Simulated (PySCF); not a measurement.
System: C$_{3}$HO, charge 0, multiplicity 2. It need not be the lowest isomer of its formula. 
Geometry from a B3LYP-D3(BJ)/def2-TZVP (Ansatz) optimisation:
```xyz
5

C      1.5220     0.7641     0.8625
C      0.5172     0.3532     0.2207
C     -0.5009    -0.3058    -0.2418
O     -1.4299    -0.8078    -0.7406
H      2.2090     1.5934     0.8767
```
Charge 0, spin multiplicity 2.

Dispersion corrections to the total energy (kcal/mol) from the dftd3 and dftd4 libraries through PySCF: D3(BJ) without and D4 with the three-body term, each with the damping fitted for the functional named.

| functional | D3(BJ) | D4 |
|---|---|---|
| B2GP-PLYP | -1.06 | -0.66 |
| BHLYP | -2.30 | -1.84 |
| TPSSh | (withheld) | -1.98 |
| TPSS | (withheld) | -2.19 |
| revPBE | -4.37 | -5.62 |
| BP86 | -2.63 | (withheld) |
| PBE | -1.67 | -1.61 |

Fill in the missing entries.


- TPSSh, D3(BJ): -1.91
- TPSS, D3(BJ): -2.09
- BP86, D4: -2.11
